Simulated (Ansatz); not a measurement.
**What each rung costs, and what it gives**

The pair of Li⁺ (SMILES [Li+], atom 1) and BH$_{3}$O$_{3}$ (SMILES OB(O)O, atoms 2–8), both closed shells, in one local arrangement (a lower one may exist), relaxed at PBE0-D4/def2-TZVP:

Li1  (-0.798, 0.548, -1.963)
O2  (-1.013, 0.663, -0.034)
B3  (0.136, -0.091, 0.152)
O4  (0.623, -0.393, -1.109)
O5  (0.745, -0.504, 1.259)
H6  (-1.512, 0.980, 0.722)
H7  (1.427, -0.918, -1.152)
H8  (0.393, -0.285, 2.125)
(Å)

Interaction energies are counterpoise-corrected; the time is that of the whole pair.

Program: Ansatz 0.2.0. Basis: as named in each row. Cores are frozen in the correlated methods. The outer core shell of Li, Na, Mg and K is correlated. B3LYP uses VWN-RPA correlation. Extrapolation: Hartree–Fock as exp(−7.88 √X), correlation as X^−2.97.

Times are rough, for one single point on 4 threads of a shared host (Arm Neoverse V2).

The estimate by CCSD(T) at an estimated basis limit (MP2 extrapolated from triple and quadruple zeta, plus CCSD(T) − MP2 in triple zeta) is -213.0 kJ/mol.

```tsv
method	basis	time (s)	interaction energy (kJ/mol)	method less estimate
HF	STO-3G	under 1	-310.0	-97.0
PBE-D4	STO-3G	under 1	-336.5	-123.5
SPW92	def2-SVP	under 1	-248.0	-35.0
PBE-D4	def2-SVP	under 1	-233.4	-20.5
B3LYP-D4	6-31G	under 1	-270.1	-57.1
PBE0-D4	def2-SVP	under 1	-236.5	-23.5
CCSD(T)	def2-SVP	1	-225.1	-12.2
PBE-D4	def2-TZVPPD	1	-212.1	0.9
revPBE-D4	def2-TZVPPD	2	-205.5	7.5
BLYP-D4	def2-TZVPPD	2	-212.8	0.1
PBE0-D4	def2-TZVPPD	2	-217.4	-4.4
B3LYP-D4	def2-TZVPPD	2	-218.8	-5.8
HSE06-D4	def2-TZVPPD	2	-217.2	-4.3
wB97M-V	def2-SVP	2	-236.2	-23.3
r2SCAN-D4	def2-TZVPPD	2	-209.0	4.0
B2PLYP	def2-TZVPPD	3	-215.1	-2.1
wB97X-V	def2-TZVPPD	4	-214.5	-1.5
B97M-V	def2-TZVPPD	6	-210.2	2.8
wB97M-V	def2-TZVPPD	6	-215.3	-2.3
MP2	def2-QZVPPD	8	-210.5	2.4
CCSD(T)	def2-TZVPPD	64	-206.7	6.3
```

No T1 diagnostic of these runs exceeds 0.013.
